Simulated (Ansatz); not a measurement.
Steps of a relaxation of H5PSSn, SMILES `[PH2][SnH2][SH]` with RKS PBE0-D4/def2-TZVP.

```sh
$ ansatz run in.yaml --threads 2 --pin off --events-out ev --progress --plain --max-ram 4352MiB
```

```yaml
crystal:
  periodic: [false, false, false]
  atoms:
    - {symbol: P, position_ang: [-1.153908, 0.608054, -1.606741]}
    - {symbol: Sn, position_ang: [0.561246, 0.068565, 0.187458]}
    - {symbol: S, position_ang: [0.325437, -2.353995, 0.491852]}
    - {symbol: H, position_ang: [-2.216107, 0.658477, -0.632090]}
    - {symbol: H, position_ang: [-0.893885, 2.022429, -1.473165]}
    - {symbol: H, position_ang: [0.284460, 0.847368, 1.713425]}
    - {symbol: H, position_ang: [2.150421, 0.447705, -0.393947]}
    - {symbol: H, position_ang: [1.034536, -2.355703, 1.657307]}
basis:
  gaussian: {orbitals: def2-TZVP}
hamiltonian: {xc: pbe0, dispersion: d4}
relax: {f_tol: 0.005, max_steps: 150}
```

Positions (Å) and forces (eV/Å) along the path, 15 of 15 steps:

```xyz
8
step=1 energy=-26031.2404 eV
P    -1.154    0.608   -1.607    0.012    0.368    0.621
Sn    0.561    0.069    0.187   -0.080   -0.165   -0.064
S     0.325   -2.354    0.492    0.340    0.500    0.397
H    -2.216    0.658   -0.632    0.297   -0.033   -0.287
H    -0.894    2.022   -1.473   -0.066   -0.403   -0.060
H     0.284    0.847    1.713    0.054   -0.170   -0.292
H     2.150    0.448   -0.394   -0.285   -0.089    0.122
H     1.035   -2.356    1.657   -0.274   -0.009   -0.437
8
step=2 energy=-26031.2663 eV
P    -1.130    0.605   -1.570   -0.310    0.225   -0.119
Sn    0.542    0.066    0.162    0.134    0.030    0.150
S     0.340   -2.290    0.486    0.042   -0.375    0.175
H    -2.190    0.649   -0.615    0.113   -0.009   -0.104
H    -0.875    2.008   -1.452   -0.022   -0.155   -0.018
H     0.269    0.802    1.662   -0.037    0.141    0.207
H     2.109    0.416   -0.378    0.191    0.082   -0.097
H     1.027   -2.313    1.650   -0.112    0.061   -0.193
8
step=3 energy=-26031.2808 eV
P    -1.135    0.603   -1.573   -0.062    0.075   -0.002
Sn    0.553    0.056    0.179   -0.018    0.021   -0.045
S     0.330   -2.322    0.476    0.100    0.041    0.150
H    -2.192    0.647   -0.620    0.032   -0.004   -0.031
H    -0.879    2.000   -1.455   -0.010   -0.047   -0.012
H     0.279    0.816    1.683    0.000   -0.004    0.040
H     2.122    0.429   -0.383    0.030    0.001   -0.010
H     1.014   -2.287    1.637   -0.072   -0.082   -0.089
8
step=4 energy=-26031.2825 eV
P    -1.142    0.610   -1.580    0.021   -0.015    0.042
Sn    0.556    0.067    0.178    0.001   -0.011    0.020
S     0.340   -2.317    0.487    0.048    0.016    0.065
H    -2.197    0.652   -0.628    0.007    0.000   -0.007
H    -0.890    2.006   -1.467    0.006   -0.008    0.003
H     0.286    0.824    1.690    0.007   -0.014   -0.032
H     2.128    0.441   -0.390   -0.033   -0.008    0.009
H     1.013   -2.340    1.654   -0.058    0.041   -0.100
8
step=5 energy=-26031.2830 eV
P    -1.157    0.601   -1.567    0.024   -0.021   -0.002
Sn    0.567    0.060    0.162    0.000   -0.005    0.054
S     0.420   -2.329    0.455   -0.090   -0.010   -0.226
H    -2.192    0.675   -0.597   -0.011   -0.001    0.012
H    -0.879    1.993   -1.483    0.004    0.007    0.002
H     0.294    0.770    1.695    0.009    0.002   -0.035
H     2.122    0.476   -0.415   -0.014    0.004   -0.002
H     0.917   -2.302    1.694    0.077    0.024    0.197
8
step=6 energy=-26031.2844 eV
P    -1.153    0.597   -1.564    0.002   -0.002    0.008
Sn    0.570    0.060    0.165   -0.003    0.002   -0.005
S     0.421   -2.329    0.443    0.001    0.000    0.004
H    -2.188    0.667   -0.593   -0.002    0.000   -0.004
H    -0.878    1.990   -1.479   -0.003    0.001   -0.001
H     0.299    0.776    1.694    0.004   -0.002   -0.002
H     2.120    0.482   -0.420    0.005    0.001    0.003
H     0.901   -2.299    1.698   -0.003   -0.001   -0.003
8
step=7 energy=-26031.2844 eV rejected
P    -1.153    0.597   -1.563    0.001    0.005   -0.011
Sn    0.576    0.061    0.160    0.002    0.002    0.018
S     0.429   -2.328    0.439   -0.002   -0.005   -0.005
H    -2.191    0.660   -0.595    0.007   -0.005    0.007
H    -0.888    1.992   -1.476    0.002   -0.002    0.000
H     0.312    0.771    1.693   -0.005    0.003    0.003
H     2.128    0.485   -0.419   -0.004    0.000   -0.012
H     0.879   -2.294    1.704    0.000    0.001    0.001
8
step=8 energy=-26031.2844 eV
P    -1.151    0.597   -1.564    0.001    0.000    0.002
Sn    0.573    0.061    0.164   -0.001    0.001   -0.001
S     0.423   -2.328    0.441    0.000    0.000    0.000
H    -2.188    0.660   -0.595    0.001   -0.001   -0.001
H    -0.884    1.991   -1.475   -0.001    0.000   -0.001
H     0.306    0.776    1.693    0.001   -0.001    0.000
H     2.124    0.483   -0.421    0.001    0.000    0.000
H     0.890   -2.298    1.700   -0.001    0.000    0.000
8
step=9 energy=-26031.2844 eV
P    -1.150    0.598   -1.563    0.001    0.002   -0.004
Sn    0.579    0.063    0.160    0.005   -0.001    0.007
S     0.432   -2.327    0.436    0.009    0.001    0.025
H    -2.187    0.651   -0.593    0.000   -0.001    0.002
H    -0.891    1.993   -1.472    0.001   -0.001    0.001
H     0.315    0.771    1.693   -0.002    0.002   -0.001
H     2.128    0.487   -0.425   -0.004   -0.001   -0.003
H     0.866   -2.293    1.708   -0.010    0.000   -0.027
8
step=10 energy=-26031.2845 eV
P    -1.147    0.598   -1.564    0.000    0.006   -0.002
Sn    0.580    0.064    0.160    0.003   -0.002    0.001
S     0.427   -2.326    0.437    0.002    0.004    0.000
H    -2.186    0.643   -0.596    0.004   -0.001    0.001
H    -0.896    1.995   -1.466    0.000   -0.003    0.000
H     0.318    0.776    1.692   -0.004    0.001    0.002
H     2.131    0.484   -0.424   -0.004   -0.001   -0.004
H     0.865   -2.292    1.706    0.000   -0.002    0.002
8
step=11 energy=-26031.2845 eV
P    -1.147    0.600   -1.564   -0.002   -0.002   -0.001
Sn    0.581    0.063    0.159    0.001    0.004    0.000
S     0.432   -2.326    0.436    0.000   -0.002    0.000
H    -2.185    0.641   -0.595    0.000    0.000   -0.001
H    -0.896    1.996   -1.464    0.001    0.000    0.002
H     0.318    0.775    1.691    0.000   -0.001    0.000
H     2.131    0.485   -0.428    0.000    0.000    0.000
H     0.858   -2.291    1.709   -0.001    0.000    0.001
8
step=12 energy=-26031.2845 eV
P    -1.146    0.601   -1.565    0.002   -0.001    0.001
Sn    0.585    0.064    0.157   -0.002    0.000    0.000
S     0.438   -2.326    0.433    0.004   -0.004    0.014
H    -2.184    0.634   -0.595    0.000    0.001    0.000
H    -0.898    1.997   -1.456   -0.003    0.003   -0.001
H     0.322    0.774    1.689    0.001    0.000   -0.002
H     2.132    0.487   -0.434    0.001    0.001    0.001
H     0.843   -2.288    1.714   -0.004    0.000   -0.013
8
step=13 energy=-26031.2845 eV
P    -1.143    0.602   -1.565   -0.003   -0.001    0.001
Sn    0.587    0.064    0.155   -0.001    0.003    0.000
S     0.441   -2.326    0.433    0.004   -0.003    0.014
H    -2.182    0.627   -0.596    0.002    0.001   -0.002
H    -0.904    2.000   -1.452    0.000   -0.001    0.001
H     0.326    0.774    1.688    0.001   -0.001    0.000
H     2.135    0.487   -0.436    0.001    0.000    0.001
H     0.833   -2.286    1.717   -0.004    0.001   -0.014
8
step=14 energy=-26031.2845 eV
P    -1.143    0.603   -1.565   -0.002    0.001    0.003
Sn    0.588    0.064    0.155    0.001    0.001   -0.001
S     0.442   -2.326    0.432    0.003    0.000    0.008
H    -2.182    0.625   -0.596    0.001    0.000   -0.003
H    -0.905    2.000   -1.450    0.000   -0.002    0.000
H     0.327    0.774    1.687    0.000    0.000    0.000
H     2.136    0.487   -0.436    0.000    0.000    0.000
H     0.830   -2.285    1.718   -0.003    0.000   -0.007
8
step=15 energy=-26031.2845 eV
P    -1.143    0.603   -1.565   -0.001    0.002    0.000
Sn    0.589    0.064    0.154   -0.001   -0.001    0.001
S     0.443   -2.326    0.432    0.000    0.000    0.001
H    -2.182    0.623   -0.597    0.003   -0.001    0.000
H    -0.906    2.001   -1.447    0.000   -0.002   -0.001
H     0.328    0.774    1.687    0.000    0.000    0.000
H     2.137    0.487   -0.437   -0.001    0.000   -0.001
H     0.826   -2.284    1.719   -0.001    0.000   -0.001
```

It took 50 s on 2 threads of an AMD EPYC 7B13 on a shared host, with 0.42 GiB of host memory at the peak.
